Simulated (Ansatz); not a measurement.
All values below come from PBE-D3(BJ)/def2-TZVP (Ansatz, a first-principles code). No frequencies were computed at this level.

Ansatz 0.2 input:
```yaml
crystal:
  periodic: [false, false, false]
  atoms:
    - { symbol: Si, position_ang: [-0.580124, 0.012486, -0.002775] }
    - { symbol: S, position_ang: [1.406239, -0.513531, -0.624299] }
    - { symbol: H, position_ang: [-0.752351, -0.447141, 1.36925] }
    - { symbol: H, position_ang: [-0.704277, 1.46159, -0.092534] }
    - { symbol: H, position_ang: [-1.422226, -0.692452, -0.950947] }
    - { symbol: H, position_ang: [2.052739, 0.179049, 0.301305] }
basis:
  gaussian: { orbitals: def2-tzvp }
hamiltonian:
  xc: pbe
  dispersion: d3bj
relax:
  max_steps: 150
```

Output:

```
Functional definition: PBE
689 factors; their error is unknown
mean field evaluation 1: about -18768.9291 eV, gradient 1.9e1 eV
mean field evaluation 2: about -18769.3320 eV, gradient 1.8e1 eV
mean field evaluation 4: about -18770.2008 eV, gradient 7.4e-1 eV
mean field evaluation 8: about -18770.1929 eV, gradient 6.7e-2 eV
mean field evaluation 16: about -18770.1929 eV, gradient 3.0e-5 eV
mean field -18770.19290482 eV, -689.7918663586 hartree, gradient 3.0e-5 eV, S^2 0.000000; 0 other end points of the search recorded, 0 dependent functions left out
reference -18770.19294009 eV, -689.7918676544 hartree; 17, 17 occupied and 81, 81 virtual orbitals, 689 factors
relax step   1: F+E_penalty+E_count = -18770.29995374 eV  Δ(F+E_penalty+E_count) = +0.000e0 eV  max|allowed force component| = 1.035e0 eV/Å  Δτ_max = 0.0000 Å  (26 SCF iters, accepted)
these checks for a lower state are left out or cut short: starts, cluster_reference, orbital_swaps, neighbouring_geometries, increment
689 factors; their error is unknown
mean field -18770.25770331 eV, -689.7942476589 hartree, gradient 8.4e-6 eV, S^2 0.000000; 0 other end points of the search recorded, 0 dependent functions left out
reference -18770.25773866 eV, -689.7942489580 hartree; 17, 17 occupied and 81, 81 virtual orbitals, 689 factors
relax step   2: F+E_penalty+E_count = -18770.36366180 eV  Δ(F+E_penalty+E_count) = -6.371e-2 eV  max|allowed force component| = 3.161e-1 eV/Å  Δτ_max = 0.0948 Å  (27 SCF iters, accepted)
these checks for a lower state are left out or cut short: starts, cluster_reference, orbital_swaps, neighbouring_geometries, increment
689 factors; their error is unknown
mean field evaluation 32: about -18770.2757 eV, gradient 2.4e-5 eV
mean field -18770.27570842 eV, -689.7949093345 hartree, gradient 2.4e-5 eV, S^2 0.000000; 0 other end points of the search recorded, 0 dependent functions left out
reference -18770.27574377 eV, -689.7949106336 hartree; 17, 17 occupied and 81, 81 virtual orbitals, 689 factors
relax step   3: F+E_penalty+E_count = -18770.38121478 eV  Δ(F+E_penalty+E_count) = -1.755e-2 eV  max|allowed force component| = 1.721e-1 eV/Å  Δτ_max = 0.0949 Å  (27 SCF iters, accepted)
these checks for a lower state are left out or cut short: starts, cluster_reference, orbital_swaps, neighbouring_geometries, increment
689 factors; their error is unknown
mean field -18770.27882821 eV, -689.7950239847 hartree, gradient 1.7e-5 eV, S^2 0.000000; 0 other end points of the search recorded, 0 dependent functions left out
reference -18770.27886355 eV, -689.7950252836 hartree; 17, 17 occupied and 81, 81 virtual orbitals, 689 factors
relax step   4: F+E_penalty+E_count = -18770.38473580 eV  Δ(F+E_penalty+E_count) = -3.521e-3 eV  max|allowed force component| = 1.835e-2 eV/Å  Δτ_max = 0.0452 Å  (27 SCF iters, accepted)
these checks for a lower state are left out or cut short: starts, cluster_reference, orbital_swaps, neighbouring_geometries, increment
689 factors; their error is unknown
mean field -18770.27889779 eV, -689.7950265418 hartree, gradient 2.6e-5 eV, S^2 0.000000; 0 other end points of the search recorded, 0 dependent functions left out
reference -18770.27893312 eV, -689.7950278401 hartree; 17, 17 occupied and 81, 81 virtual orbitals, 689 factors
relax step   5: F+E_penalty+E_count = -18770.38479290 eV  Δ(F+E_penalty+E_count) = -5.710e-5 eV  max|allowed force component| = 6.908e-3 eV/Å  Δτ_max = 0.0047 Å  (21 SCF iters, accepted)
689 factors; their error is unknown
mean field evaluation 64: about -18770.2789 eV, gradient 2.6e-5 eV
mean field -18770.27889779 eV, -689.7950265418 hartree, gradient 2.6e-5 eV, S^2 0.000000; 1 other end points of the search recorded, 0 dependent functions left out
reference -18770.27893312 eV, -689.7950278401 hartree; 17, 17 occupied and 81, 81 virtual orbitals, 689 factors
Total energy: -18770.38482822 eV, -689.7989194135 hartree
Atom 0 at    -0.528368     0.008366    -0.006452 Å, force    -0.005531     0.005430     0.006908 eV/Å
Atom 1 at     1.447874    -0.538659    -0.655740 Å, force     0.004345    -0.002292    -0.002849 eV/Å
Atom 2 at    -0.798101    -0.444047     1.392206 Å, force    -0.000434     0.000841    -0.000415 eV/Å
Atom 3 at    -0.749530     1.484391    -0.084670 Å, force    -0.000470    -0.000605     0.000692 eV/Å
Atom 4 at    -1.445986    -0.691735    -0.950793 Å, force     0.001325    -0.002765    -0.003566 eV/Å
Atom 5 at     2.074111     0.181685     0.305449 Å, force     0.000764    -0.000609    -0.000770 eV/Å
Dipole moment:    -0.043485     0.122644     0.158712 e Å
```

Cost: around 7 core-seconds (rough).
